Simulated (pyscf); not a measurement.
A first-order saddle from PySCF, ωB97X-D3(BJ)/def2-SVP:

```
C
H 1 1.0987
H 1 1.1017 2 109.48
C 1 1.5351 2 116.40 3 138.19
H 4 1.1016 1 116.16 2 -134.51
H 4 1.1039 5 108.30 1 -126.13
C 4 1.5136 5 116.93 6 -127.31
H 7 1.0982 4 129.47 5 70.26
C 7 1.4114 8 126.82 4 -154.91
O 9 1.2018 7 145.78 8 -5.31
H 9 1.2864 10 125.48 7 116.35
```

Surface: singlet, charge 0. Lowest wavenumbers (cm⁻¹): 1458i, 216, 332, 458, 654.

Which two sides does it connect, and which bonds change?

cyclic C₄H₆O (SMILES O=C1CCC1) ⇌ H₃C–CH₂–CH=C=O, a rearrangement read from left to right: C–C, C–H broken and C–H formed. At ωB97M-D3(BJ)/def2-TZVP it lies +349.9 kJ/mol from the left side and +346.3 kJ/mol from the right (each side as separated species at their lowest minima found). This saddle turned up in a search for another step; its sides and bond changes are read from the two ends of the descent. This is the saddle that the search found; another between the same sides may lie lower.
